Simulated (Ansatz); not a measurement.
Stepwise reaction of `OB(O)Br` with methanol, as a gas-phase model of exchange steps in deposition or etching. ΔE in kJ/mol; ΔG adds harmonic PBE0-D4 terms to CCSD(T)/CBS, at 1 bar.

Gas-phase electronic energies from Ansatz, PBE0-D4/def2-TZVP geometries. CBS: MP2 limit from def2 TZ/QZ plus the TZ coupled-cluster correction, frozen cores. This one scheme is used for every species. Functionals use def2-TZVPP. B3LYP here is the variant with VWN-RPA as its local correlation; programs differ in this. For Br outer-core shells are correlated without core-valence functions, which leaves a few kJ/mol of doubt a bond. Scalar relativity is left out up to krypton. Each species was taken in one conformer, which may not be the lowest.

```json
{"step": "1", "reaction": "`OB(O)Br` + CH₃OH → `COB(O)Br` + H₂O", "PBE-D4": "-4.1", "B3LYP-D4": "-5.1", "ωB97M-V": "-4.2", "CCSD(T)/CBS": "-8.6", "ΔG(500 K)": "-6.8"}
```

Task: Give the row of step 2, `COB(O)Br` + CH₃OH → `COB(Br)OC` + H₂O. (Best estimate.)

Result: The calculation gave: 
| step | reaction | PBE-D4 | B3LYP-D4 | ωB97M-V | CCSD(T)/CBS | ΔG(500 K) |
| --- | --- | --- | --- | --- | --- | --- |
| 2 | `COB(O)Br` + CH₃OH → `COB(Br)OC` + H₂O | -1.6 | -4.5 | -3.5 | -8.3 | -6.1 |

Task: By hand: ΔE of the 2 steps together at CCSD(T)/CBS.

Result: (-8.6) + (-8.3) = -16.9 kJ/mol, or -8.4 kJ/mol a step.

In ΔE the steps differ by no more than 0.3 kJ/mol. All are downhill at CCSD(T)/CBS. ΔG lies between -6.8 and -6.1 kJ/mol a step. PBE-D4 differs from CCSD(T)/CBS by 4.5 to 6.7 kJ/mol a step. Isolated molecules leave out the surface, adducts and barriers. Largest T1 diagnostic: 0.011.
